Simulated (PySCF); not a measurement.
Species: C5H6NOPSi.
SMILES with atom numbers: `[O:1]=[CH:2][c:3]1[p:4][cH:5][n:6][cH:7][c:8]1[SiH3:9]`

Cartesian coordinates in Å at the GFN2-xTB level; atoms count from 1:
```xyz
15
C5H6NOPSi angstrom
O     -1.7685    1.8546    0.1432
C     -0.6175    1.9523    0.5079
C      0.3396    0.8670    0.4012
P      1.9716    1.1626    0.9756
C      2.6210   -0.4206    0.6061
N      2.0070   -1.4415    0.0696
C      0.7346   -1.4071   -0.2857
C     -0.1268   -0.3250   -0.1533
Si    -1.9406   -0.4348   -0.7141
H     -0.2382    2.8909    0.9475
H      3.6660   -0.5964    0.8462
H      0.3661   -2.3293   -0.7169
H     -2.1765    0.4340   -1.8604
H     -2.8358   -0.3772    0.4347
H     -2.0065   -1.8216   -1.2234
```

Definitions: NICS(0) = −σiso at the ring centroid; NICS(1) = −σiso and NICS(1)zz = −σzz at ±1 Å along the ring normal z. Level: GIAO PBE0/pcSseg-1 (PySCF, non-relativistic, gas phase) on the GFN2-xTB geometry, one conformer.

Ring bond lengths (Å), with Mayer bond orders in brackets: C3–P4 1.755 (1.25), P4–C5 1.751 (1.28), C5–N6 1.307 (1.49), N6–C7 1.322 (1.46), C7–C8 1.389 (1.42), C8–C3 1.395 (1.32).

Q: Give the NICS values of each ring in ppm.

A: 
```json
{"ring": "C3–P4–C5–N6–C7–C8", "type": "6-membered ring with N and P; formal bonds all aromatic", "NICS(0)": "-6.1", "NICS(1), two faces": "-10.7 / -10.7", "NICS(1)zz, two faces": "-26.2 / -26.2", "rms pucker (Å)": "0.00", "centre to ring atoms, mean (Å)": "1.48"}
```

Q: What do they say, and how far can they be read as aromaticity?

A: 
- C3–P4–C5–N6–C7–C8: mean NICS(1)zz -26.2 ppm, shielded.

Q: How equal are the bonds by HOMA? Use HOMA with the parameters of Krygowski (1993).

A: 
- C3–P4–C5–N6–C7–C8: HOMA 0.86; the largest term is that of C3–P4, α(R − Ropt)² = 0.39.

Q: What is the mean of the two in-plane components of NICS at the first NICS(1) probe listed for ring C3–P4–C5–N6–C7–C8, 1 Å off the ring?

A: The isotropic value is a third of the trace: (3 × -10.7 − (-26.2))/2 = -2.9 ppm.

On an Arm Neoverse V1 with one thread, shared host with 32 logical CPUs at a one-minute load of 10, this took 44 s (with the writing of density and orbital grids) and 0.88 GiB of memory at its peak. This is the whole shielding run at PBE0/pcSseg-1, SCF included.
